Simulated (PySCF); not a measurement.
Geometry:
```json
{"atom": "F1", "x (Å)": "3.047", "y (Å)": "0.936", "z (Å)": "-0.368"}
{"atom": "C2", "x (Å)": "2.397", "y (Å)": "-0.179", "z (Å)": "-0.015"}
{"atom": "F3", "x (Å)": "2.995", "y (Å)": "-1.200", "z (Å)": "-0.620"}
{"atom": "F4", "x (Å)": "2.569", "y (Å)": "-0.338", "z (Å)": "1.307"}
{"atom": "C5", "x (Å)": "0.924", "y (Å)": "-0.089", "z (Å)": "-0.363"}
{"atom": "C6", "x (Å)": "0.282", "y (Å)": "1.190", "z (Å)": "0.181"}
{"atom": "C7", "x (Å)": "-1.211", "y (Å)": "1.199", "z (Å)": "-0.133"}
{"atom": "C8", "x (Å)": "-1.884", "y (Å)": "-0.088", "z (Å)": "0.336"}
{"atom": "C9", "x (Å)": "-1.151", "y (Å)": "-1.306", "z (Å)": "-0.220"}
{"atom": "N10", "x (Å)": "0.271", "y (Å)": "-1.305", "z (Å)": "0.068"}
{"atom": "H11", "x (Å)": "0.890", "y (Å)": "-0.058", "z (Å)": "-1.468"}
{"atom": "H12", "x (Å)": "0.441", "y (Å)": "1.226", "z (Å)": "1.273"}
{"atom": "H13", "x (Å)": "0.777", "y (Å)": "2.076", "z (Å)": "-0.245"}
{"atom": "H14", "x (Å)": "-1.690", "y (Å)": "2.080", "z (Å)": "0.323"}
{"atom": "H15", "x (Å)": "-1.348", "y (Å)": "1.302", "z (Å)": "-1.224"}
{"atom": "H16", "x (Å)": "-2.945", "y (Å)": "-0.106", "z (Å)": "0.035"}
{"atom": "H17", "x (Å)": "-1.868", "y (Å)": "-0.131", "z (Å)": "1.440"}
{"atom": "H18", "x (Å)": "-1.275", "y (Å)": "-1.340", "z (Å)": "-1.318"}
{"atom": "H19", "x (Å)": "-1.585", "y (Å)": "-2.241", "z (Å)": "0.167"}
{"atom": "H20", "x (Å)": "0.426", "y (Å)": "-1.433", "z (Å)": "1.067"}
```

Level of theory: structure optimised with PBE0-D3(BJ)/def2-SVP, GIAO PBE0/pcSseg-1 shieldings, in PySCF 2.14 (one averaged value for each set of equivalent atoms, non-relativistic, one computed conformer, isolated molecule).

Predict the 2D correlation tables (HSQC, COSY, HMBC).

Answers



HSQC (one-bond C–H):
```tsv
δH	δC
3.02 (H19)	47.8 (C9)
2.67 (H11)	59.5 (C5)
2.48 (H18)	47.8 (C9)
1.82 (H14)	26.0 (C7)
1.61 (H13)	27.4 (C6)
1.37 (H15)	26.0 (C7)
1.29 (H16)	29.2 (C8)
1.01 (H12)	27.4 (C6)
1.00 (H17)	29.2 (C8)
```

COSY cross peaks (H two or three bonds apart, from the bond graph; peaks can be absent where the dihedral angle is near 90°):
```tsv
δH	δH
3.02 (H19)	2.48 (H18)
3.02 (H19)	1.29 (H16)
3.02 (H19)	1.00 (H17)
2.67 (H11)	1.61 (H13)
2.67 (H11)	1.01 (H12)
2.48 (H18)	1.29 (H16)
2.48 (H18)	1.00 (H17)
1.82 (H14)	1.61 (H13)
1.82 (H14)	1.37 (H15)
1.82 (H14)	1.29 (H16)
1.82 (H14)	1.01 (H12)
1.82 (H14)	1.00 (H17)
1.61 (H13)	1.37 (H15)
1.61 (H13)	1.01 (H12)
1.37 (H15)	1.29 (H16)
1.37 (H15)	1.01 (H12)
1.37 (H15)	1.00 (H17)
1.29 (H16)	1.00 (H17)
```

HMBC (two and three bonds, from the bond graph):
```tsv
δH	δC
3.02 (H19)	59.5 (C5), 29.2 (C8), 26.0 (C7)
2.67 (H11)	130.9 (C2), 47.8 (C9), 27.4 (C6), 26.0 (C7)
2.48 (H18)	59.5 (C5), 29.2 (C8), 26.0 (C7)
1.82 (H14)	59.5 (C5), 47.8 (C9), 29.2 (C8), 27.4 (C6)
1.61 (H13)	130.9 (C2), 59.5 (C5), 29.2 (C8), 26.0 (C7)
1.37 (H15)	59.5 (C5), 47.8 (C9), 29.2 (C8), 27.4 (C6)
1.29 (H16)	47.8 (C9), 27.4 (C6), 26.0 (C7)
1.01 (H12)	130.9 (C2), 59.5 (C5), 29.2 (C8), 26.0 (C7)
1.00 (H17)	47.8 (C9), 27.4 (C6), 26.0 (C7)
```

Chemical shifts δ = σref − σ; $^{1}$H, $^{13}$C vs TMS, all at this level.

Short H···H contacts in this conformer between protons four or more bonds apart (candidates for NOE cross peaks, intensity ∝ r⁻⁶): H11···H18 2.52 Å, H11···H15 2.63 Å, H15···H18 2.64 Å, H12···H17 2.68 Å.

OH and NH positions are those of a molecule without intermolecular hydrogen bonds; in solution they move with solvent, concentration and temperature, and exchange usually removes their couplings. Shifts are as computed. Against solution values, carbons near 30 ppm lie about +2 ppm off and those near 130 ppm about +5 ppm. Of 1211 compounds with measured shifts, 218 miss one by over three times the rms of a fit or turn the order of signals round; such compounds aren't used in these exercises.
